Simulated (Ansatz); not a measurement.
`c1ccc2c(c1)CCCC2`, charge 0, multiplicity 1.

Give a relaxed structure at PBE0-D4/def2-TZVP (Ansatz 0.2.0). (An estimate is asked.)

Ansatz gave: 
Cartesian coordinates in Å:
```
C -1.2430 -0.1026 -2.5939
C -0.3344 -1.1518 -2.6163
C 0.4513 -1.3950 -1.5048
C 0.3530 -0.6102 -0.3578
C -0.5632 0.4431 -0.3341
C -1.3492 0.6811 -1.4596
C -0.7360 1.3073 0.8873
C 0.4256 1.2070 1.8614
C 0.7767 -0.2505 2.1067
C 1.2511 -0.8978 0.8166
H -1.8647 0.1031 -3.4578
H -0.2404 -1.7772 -3.4968
H 1.1626 -2.2157 -1.5180
H -2.0579 1.5037 -1.4386
H -1.6585 1.0053 1.4002
H -0.8920 2.3449 0.5775
H 1.3004 1.7240 1.4493
H 0.1724 1.7117 2.7976
H -0.1096 -0.7765 2.4811
H 1.5477 -0.3433 2.8764
H 2.2588 -0.5302 0.5827
H 1.3491 -1.9803 0.9409
```
Point group C2.
This is one stationary point; other conformers may exist.
